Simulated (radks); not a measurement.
Values are calculated unless marked as measured or tabulated.
Effect of the nuclear size on neutral bismuth, [Hg] 6p3. Level of theory: Dirac Kohn-Sham, relativistic LDA (MacDonald-Vosko exchange, VWN5 correlation), spin-unpolarised, spherical densities, finite nucleus; open shells fill j = l - 1/2 first; Fermi nuclear charge, rms radius 5.5211 fm (a radial shooting solver on a logarithmic mesh with Libxc functionals). The rms radius is varied about that value; shifts are against it.

rms radius (fm)  total energy shift (eV)  density at nucleus (e/bohr^3)  1s1/2 shift (meV)  2s1/2 shift (meV)  5p1/2 shift (meV)  6s1/2 shift (meV)  6p1/2 shift (meV)  6p3/2 shift (meV)  7s1/2 (empty) shift (meV)
4.4279                             -51.9                      3.224e+06             -20500              -3150              0.508              -4.48              0.405              0.492                     -0.376
5.0849                             -21.5                      3.031e+06              -8480              -1300              0.208              -1.85              0.167              0.203                     -0.156
5.5211                                 0                      2.922e+06              0.000              0.000              0.000              0.000              0.000              0.000                      0.000
6.0014                              24.8                      2.815e+06               9780               1500             -0.237               2.14             -0.193             -0.235                      0.179
6.537                               53.7                      2.709e+06              21200               3260             -0.511               4.63             -0.418             -0.509                      0.389

Slopes of the eigenvalues against <r^2> in GHz/fm^2, as finite differences over the two radii next to the reference (eigenvalue slopes, not the field-shift constants of lines): 1s1/2 435000, 2s1/2 66700, 5p1/2 -10.6, 6s1/2 94.9, 6p1/2 -8.57, 6p3/2 -10.4, 7s1/2 (empty) 7.98.
